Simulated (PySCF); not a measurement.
**Working out the ionisation energy of Ag⁺**

Ag⁺ [Kr] 4d10 (1S) → Ag²⁺ [Kr] 4d9 (2D). Computed with PySCF 2.14 in aug-cc-pwCVDZ-PP with ECP28MDF (6s6p5d3f, 70 functions), with scalar relativity through the core potential. Frozen: nothing. Energies in hartree (1 hartree = 27.21139 eV):

```csv
part,Ag⁺ (lower),Ag²⁺ (upper)
UHF,-145.820659,-145.096371
CCSD correlation,-0.555728,-0.501642
(T),-0.014240,-0.010201
```

Q: What does Hartree-Fock give?

A: (-145.096371) − (-145.820659) = 0.724288 hartree = 19.709 eV.

Q: What do CCSD and CCSD(T) give?

A: The CCSD correlation energies differ by 0.054086 hartree = 1.472 eV and the triples by 0.004039 hartree = 0.110 eV, so CCSD gives 21.181 eV and CCSD(T) 21.291 eV.

Reference: 21.484 eV (measured; NIST Atomic Spectra Database, ionization energies), between the lowest levels; spin-orbit coupling is absent from the calculation.

A double-zeta basis recovers only part of the correlation energy.

What remains against the reference includes basis incompleteness and higher excitations.
